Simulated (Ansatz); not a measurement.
A nudged elastic band was laid between two geometries of C4H9NSi (15 atoms, charge 0, multiplicity 1).

Computed with RKS PBE0-D4/6-31G* (Ansatz).

```
movable images  : 6
climbing image  : no
spring          : 5.0 eV/Å²
optimiser       : quadratic models (default)
start path      : through a guess of the saddle point
force threshold : 0.05 eV/Å
iteration limit : 60
end points      : relaxed
```

First end point:

```xyz
15
Properties=species:S:1:pos:R:3
C 0.025 -2.163 0.348
C -0.423 -0.915 0.512
C 0.156 0.255 -0.168
Si 1.619 0.066 -1.367
N -0.248 1.468 -0.039
C -1.362 1.770 0.842
H 0.861 -2.399 -0.308
H -0.430 -3.003 0.866
H -1.264 -0.745 1.182
H 2.797 -0.539 -0.679
H 1.261 -0.841 -2.498
H 1.980 1.404 -1.892
H -2.291 1.288 0.507
H -1.175 1.453 1.877
H -1.526 2.851 0.846
```

Last end point:

```xyz
15
Properties=species:S:1:pos:R:3
C 0.235 -2.098 0.589
C -0.324 -0.884 0.627
C 0.122 0.244 -0.206
Si 1.553 0.046 -1.442
N -0.382 1.426 -0.192
C -1.485 1.731 0.702
H 1.068 -2.334 -0.071
H -0.121 -2.907 1.219
H -1.155 -0.712 1.308
H 1.243 -1.013 -2.448
H 1.770 1.341 -2.129
H 2.806 -0.369 -0.743
H -2.373 1.122 0.484
H -1.221 1.574 1.757
H -1.760 2.782 0.576
```

What changes between the two ends?

No bond is made or broken. The dihedral C2–C3–Si4–H12 goes from 180 to -59°. The two ends are copies of one structure, up to a mirror image or an exchange of like atoms.

Give the energies along the band, and the barrier.

It converged. The highest image is number 4 of 0 to 7, 0.9 kJ/mol above the ends, which have the same energy within 2 meV. No image climbed, so the highest image needn't sit at the top of the path.

```csv
image,path coordinate (Å),energy (kJ/mol),dihedral C2–C3–Si4–H12 (°)
0,0.00,0.0,180
1,0.68,0.3,-165
2,1.36,0.8,-148
3,2.05,0.9,-130
4,2.73,0.9,-111
5,3.41,0.8,-92
6,4.09,0.3,-75
7,4.77,0.0,-59
```

What is the geometry of the highest image?


```xyz
15
Properties=species:S:1:pos:R:3
C 0.171 -2.159 0.612
C -0.351 -0.927 0.619
C 0.127 0.189 -0.209
Si 1.564 0.089 -1.450
N -0.346 1.383 -0.189
C -1.440 1.728 0.701
H 1.005 -2.431 -0.028
H -0.226 -2.939 1.255
H -1.190 -0.725 1.283
H 2.059 -1.299 -1.692
H 1.109 0.648 -2.749
H 2.705 0.892 -0.933
H -2.348 1.152 0.477
H -1.185 1.560 1.756
H -1.675 2.788 0.576
```

Time of the run: 4.6 min on 2 threads of Arm Neoverse N1, with other jobs on the host, peak memory 0.28 GiB.
